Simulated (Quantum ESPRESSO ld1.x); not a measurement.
Question: Zn XI, 20 electrons, occupied as [Ar] 3d2. Method: scalar-relativistic Kohn-Sham, PBEsol, spin-unpolarised, spherical densities, point nucleus; computed with ld1.x of Quantum ESPRESSO 7.5. Some entries of the table are withheld. Estimate them.

orbital,occ.,eigenvalue (hartree),<1/r> (bohr^-1)
1s,2,-359.945,30.20
2s,2,-52.9431,(1)
2p,6,(2),(3)
3s,2,-13.8365,2.294
3p,6,-12.0885,2.189
3d,2,-9.32528,(4)
4s,0,-5.77191,1.030
4p,0,-5.18305,0.9764

Answer: 
(1) 2s <1/r> (bohr^-1): 6.593
(2) 2p eigenvalue (hartree): -47.2887
(3) 2p <1/r> (bohr^-1): 6.465
(4) 3d <1/r> (bohr^-1): 2.007
